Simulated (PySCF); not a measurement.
## Ionisation energy of C²⁺ by level of theory

C²⁺ [He] 2s2 → C³⁺ [He] 2s1 [2s1/2^1, M_J = 1/2], as a difference of total energies. All numbers are calculated (PySCF 2.14, the two-component X2C-1e Hamiltonian, in x2c-SVPall-2c (3s2p1d, 14 functions)). Correlated levels: 1s2 frozen. "Screened" scales the spin-orbit matrix elements by Boettger's factors to mimic the two-electron term; Breit and QED terms are absent.

| method | ionisation energy (eV) |
| --- | --- |
| GHF (screened spin-orbit) | 45.473 |
| GMP2 (screened spin-orbit) | 46.564 |

**Question.** How much does correlation contribute at GMP2 (screened spin-orbit)?

**Answer.** 46.564 − (45.473) = 1.091 eV, measured against GHF (screened spin-orbit).

Errors of the correlated levels include the incompleteness of this basis and the frozen core.

MP2 underrates the near-degeneracy of ns² with np² in the lower species.

For comparison: 47.888 eV (measured; NIST Atomic Spectra Database, ionization energies).
